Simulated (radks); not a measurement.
Fractional charge and spin in the 3d shell of copper: the spin-up occupation runs from 4 to 5 and the spin-down occupation from 4 to 5; the fullest corner is Cu, [Ar] 4s(up 0.5, down 0.5) 3d(up 5, down 5). Calculated with a radial shooting solver on a logarithmic mesh with Libxc functionals: scalar-relativistic Kohn-Sham, PBE, spin-polarised, spherical densities, finite nucleus; Fermi nuclear charge, rms radius of each element as measured or else 0.836 A^(1/3) + 0.57 fm. Energy (eV) above the fullest corner. The planes named below are the two flat planes that join the four corners, with an edge along up + down = one added electron.

\begin{tabular}{lrrrrr}
down \ up & 4 & 4.25 & 4.5 & 4.75 & 5 \\ \hline
4 & 38.968 & 30.425 & 23.002 & 16.651 & 11.322 \\
4.25 & 30.425 & 23.069 & 16.782 & 11.514 & 7.211 \\
4.5 & 23.002 & 16.782 & 11.578 & 7.336 & 3.996 \\
4.75 & 16.651 & 11.514 & 7.336 & 4.058 & 1.616 \\
5 & 11.322 & 7.211 & 3.996 & 1.616 & 0.000 \\
\end{tabular}

Corners above the fullest one (they belong to Cu+ and the next ion): (up 5, down 4) 11.322 eV, (up 4, down 5) 11.322 eV, (up 4, down 4) 38.968 eV. With half an added electron in each spin the energy lies 0.257 eV from the planes, and with half an added electron in spin up alone -2.143 eV. The planes are only a guide here: the flat-plane condition holds for ground states with one frontier orbital, while this shell lies below other occupied shells, so the corners above the fullest one are inner-hole states and not the ground states of those ions.
